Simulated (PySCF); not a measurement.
# A search over the determinants of AlI⁺

Unrestricted PBE0; PySCF, scalar-relativistic core potentials, basis sets Al cc-pV(D+d)Z, I cc-pVDZ-PP with ECP28. Outer shells of the fragments: Al+ 3s2; I 4d10 5s2 5p5.

Followed along the bond (rough minima from three points):

```
2Ms+1   unpaired  ⟨S²⟩ at the start  R at minimum (Å)  Te (eV)
    2        σ ↑               0.76              2.43     0.00
    2        π ↑               0.75              3.12     0.67
    4  σ ↑, π ↑↑               3.75              2.72     3.75
```

Solutions found at the starting distance of 2.605 Å, counted from the lowest of them; the search is not exhaustive and high or unbound solutions are not listed, so other states can lie among these:

```
2Ms+1   unpaired   term  E (eV)  ⟨S²⟩  ⟨Lz²⟩  μ (D)
    2        σ ↑    ²Σ⁺    0.00  0.76   0.00  -8.23
    2        π ↑     ²Π    0.94  0.75   1.01  -4.07
    4  σ ↑, π ↑↑  mixed    3.62  3.75   2.01  -3.66
    4  σ ↑, π ↑↑  mixed    3.78  3.75   2.01  -3.65
    2  σ ↑, π ↑↓  mixed    3.88  1.75   2.01  -3.71
    4  σ ↑↑, π ↑     ⁴Π    5.66  3.75   1.01  -3.62
    4  σ ↑↑, π ↑     ⁴Π    5.80  3.76   1.00  -5.14
    4      σ ↑↑↑    ⁴Σ⁺    7.74  3.76   0.00  -5.43
```

A term symbol is given only where ⟨S²⟩ and ⟨Lz²⟩ are close to those of a pure state; real π, δ and φ orbitals otherwise mix terms. A positive dipole points towards I; it is taken about the centre of mass and depends on that origin.

Question: Compare the gap between the two lowest followed solutions at the starting distance with the gap between their minima.

Answer: At PBE0 the second solution (doublet, unpaired electrons π ↑) lies +0.94 eV from the first (doublet, unpaired electrons σ ↑) at 2.605 Å and +0.67 eV at the minima; the two curves relax by different amounts, since their minima lie near 3.12 and 2.43 Å.

Spin–orbit coupling is left out. Counting both spins, an empty level lies below a filled one in some of these solutions, because spin and occupation are held.
